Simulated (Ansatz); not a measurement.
Consider the hydrogenolysis of the Sn–F bond: `C#[C][SnH2][F]` + H₂ → `C#[C][SnH3]` + H–F.

Calculated with Ansatz (gas phase, PBE0-D4/def2-TZVP geometries, no zero-point term in ΔE). CBS: MP2 limit from def2 TZ/QZ plus the TZ coupled-cluster correction, frozen cores. This one scheme is used for every species. Functionals use def2-TZVPP. HSE06 is defined as in plane-wave codes. def2 core potentials past Kr. For Sn outer-core shells are correlated without core-valence functions, which leaves a few kJ/mol of doubt a bond.

CCSD(T)/CBS gives +8.6 kcal/mol.

**Question.** Another level gave +8.1 kcal/mol. Which?
A. HSE06-D4/def2-TZVPP
B. SCS-MP2/def2-TZVPP
C. ωB97X-V/def2-TZVPP
D. BLYP/def2-TZVPP

**Answer.** B. SCS-MP2/def2-TZVPP 8.1, HSE06-D4 6.7, ωB97X-V 9.3, BLYP 11.1 kcal/mol.

Largest T1 diagnostic among the species: 0.014.

From BLYP to BHLYP (50 % exact exchange), in def2-TZVPP and without D4, ΔE moves by −3.0 kcal/mol. At CCSD(T), def2-SVP lies −1.5 kcal/mol from the extrapolated value and def2-TZVPP −2.1 kcal/mol. Leaving LDA and LC-ωPBE aside and taking each functional with its dispersion term where it has one, the values, not all of them listed here, spread over 5.2 kcal/mol, from PBE-QIDH to BLYP-D4. LDA lies −3.4 kcal/mol from PBE without D4.
